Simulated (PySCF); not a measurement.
One of the candidates below gave these computed data.

All candidates are C5H16N2Si2.

* UV, strongest line: among the 10 lowest singlet transitions: S2 at 5.71 eV (217 nm, f = 0.031) [TDDFT PBE0/def2-SVPD]
* UV, first state: lowest singlet excitation: 5.55 eV (223 nm, f = 0.006) [TDDFT PBE0/def2-SVPD]
* 1H NMR: chemical shifts (computed TMS as zero) by class: 4.93 (1 H), 4.73 (1 H), 4.70 (1 H), 2.58 (6 H), 1.09 (3 H), 1.04 (1 H), 0.69 (1 H), 0.66 (1 H), 0.23 (1 H) ppm [GIAO KT3/pcSseg-1]
* Rotational structure: rotational constants A, B, C: 1.678, 0.885, 0.724 GHz [PBE0-D3(BJ)/def2-SVP]
* Valence photoelectron: vertical ionisation energy: 7.82 eV [ΔSCF PBE0/def2-SVPD]
* Dipole: 0.76 D [PBE0/def2-SVPD]
* NMR, other nuclei: isotropic shieldings of nuclei other than C and H, by class: 221 (1 N), 232 (1 N), 377 (1 Si), 393 (1 Si) ppm [GIAO KT3/pcSseg-1]
* Triplet: lowest triplet excitation (Tamm–Dancoff): 5.47 eV [TDA PBE0/def2-SVPD]
* 13C NMR: chemical shifts (computed TMS as zero) by class: 38.4 (2 C), 22.4 (1 C), 20.3 (1 C), 16.9 (1 C) ppm [GIAO KT3/pcSseg-1]
* Polarisability: 125.8 au [PBE0/def2-SVPD]

Gas-phase values; electronic properties from PySCF, density fitting. Levels stand in brackets. Isolated species at its PBE0-D3(BJ)/def2-SVP geometry (one conformer only). Each NMR value is the plain mean over a class of atoms that symmetry, rotation or inversion makes alike.

Question: Which candidate is it?
A. `CCC[Si@H]1N[Si@@H](CC)N1`
B. `N[Si@@H](C[SiH3])N1CCCC1`
C. `C[C@@H]1C[SiH2]N[Si@@H]1N(C)C`

Answer: C. It is `C[C@@H]1C[SiH2]N[Si@@H]1N(C)C`. Numbering: `[CH3:1][C@@H:2]1[CH2:3][SiH2:4][NH:5][Si@@H:6]1[N:7]([CH3:8])[CH3:9]`. Its formula, C5H16N2Si2, gives 1 degree of unsaturation: 1 ring and 0 π bonds in the structure found. 5 carbons fall into 4 classes; from least to most shielded: N-methyl carbon [C8/C9] (38.4 ppm, 2 C, up to 2.2 ppm apart in this geometry), ring sp3 carbon bound to silicon [C2] (22.4 ppm), methyl carbon [C1] (20.3 ppm), ring sp3 carbon bound to silicon [C3] (16.9 ppm). Hydrogen classes from least to most shielded: 1 H on an SiH2 silicon, Si4 (4.93 ppm), 1 H on an SiH2 silicon, Si4 (4.73 ppm), 1 H on an SiH silicon, Si6 (4.70 ppm), 6 H on 2 N-methyl carbons, C8/C9 (2.58 ppm, a mean of values up to 0.9 ppm apart in this geometry), 3 H on a methyl carbon, C1 (1.09 ppm, a mean of values up to 0.6 ppm apart in this geometry), 1 H on an sp3 carbon bound to silicon, C3 (1.04 ppm), 1 H on an sp3 carbon bound to silicon, C3 (0.69 ppm), 1 H on an sp3 carbon bound to silicon, C2 (0.66 ppm), 1 H on a nitrogen bridging silicon atoms, N5 (0.23 ppm). The other shieldings belong to: 221 ppm, silicon-bound nitrogen [N7]; 232 ppm, nitrogen bridging silicon atoms [N5]; 377 ppm, SiH silicon [Si6]; 393 ppm, SiH2 silicon [Si4]. The first electron is taken from the HOMO, whose largest Löwdin shares are 0.50 on the silicon-bound nitrogen, 0.09 on an N-methyl carbon, 0.08 on an N-methyl carbon and 0.07 on an sp3 carbon bound to silicon. The optimised geometry has point group C1 and is an asymmetric top.

The others, at the same levels:
- `N[Si@@H](C[SiH3])N1CCCC1` fails: it has 3 carbon classes against 4; its computed 13C shifts are 49.7 (2 C), 27.7 (2 C), -5.3 (1 C) ppm, 1H shifts are 4.80 (1 H), 3.75 (3 H), 3.27 (2 H), 2.92 (2 H), 1.52 (2 H), 1.47 (2 H), 0.35 (2 H), 0.08 (1 H), -0.05 (1 H) ppm and static isotropic polarisability is 128.7 au (against 125.8 au).
- `CCC[Si@H]1N[Si@@H](CC)N1` fails: it has 5 carbon classes against 4; its computed 13C shifts are 28.3 (1 C), 21.3 (1 C), 20.3 (1 C), 18.8 (1 C), 8.1 (1 C) ppm, 1H shifts are 5.66 (1 H), 5.62 (1 H), 1.26 (2 H), 1.08 (3 H), 1.02 (3 H), 0.72 (2 H), 0.66 (2 H), 0.32 (2 H) ppm and lowest singlet excitation is 5.80 eV (214 nm, f = 0.003) (against 5.55 eV).

Each candidate is one conformer, not necessarily the lowest. Dipoles, sizes and rotational constants follow the conformer. The torsions of the flexible species, by atom-mapped SMILES:
- `[CH3:1][CH2:2][CH2:3][Si@H:4]1[NH:5][Si@@H:6]([CH2:7][CH3:8])[NH:9]1`: C1–C2–C3–Si4 179°, C2–C3–Si4–N5 65°, N5–Si6–C7–C8 166°

The conformers of `C[C@@H]1C[SiH2]N[Si@@H]1N(C)C` and `N[Si@@H](C[SiH3])N1CCCC1` aren't listed.
